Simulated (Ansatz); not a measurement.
Ansatz (a program for electronic structure) input (PBE/def2-SVP):

Ansatz 0.2 input:
```yaml
crystal:
  periodic: [false, false, false]
  atoms:
    - {symbol: C, position_ang: [0.00000000, 0.00000000, 0.00000000]}
basis:
  gaussian:
    orbitals: def2-SVP
hamiltonian:
  xc: {name: PBE}
magnetization: {spin_polarized: true, initial_magnetization: 2}
scf: {lower_state_search: full}
```

Output:

```
Functional definition: PBE
integrals: 0.00 GiB planned
149 factors; their error is unknown
mean field: 0.06 GiB planned
mean field evaluation 1: about -1027.1121 eV, gradient 4.8e0 eV
mean field evaluation 2: about -1027.2183 eV, gradient 2.6e0 eV
mean field evaluation 4: about -1027.2713 eV, gradient 2.4e-3 eV
mean field evaluation 8: about -1027.2635 eV, gradient 4.9e-5 eV
mean field evaluation 16: about -1027.2635 eV, gradient 1.5e-5 eV
mean field evaluation 32: about -1027.1123 eV, gradient 4.8e0 eV
mean field evaluation 64: about -1027.2635 eV, gradient 5.0e-5 eV
mean field -1027.26348325 eV, -37.7512367051 hartree, gradient 5.0e-5 eV, S^2 2.001906; 6 other end points of the search recorded, 0 dependent functions left out
reference -1027.26349624 eV, -37.7512371826 hartree; 4, 2 occupied and 10, 12 virtual orbitals, 149 factors
Total energy: -1027.26349624 eV, -37.7512371826 hartree
```
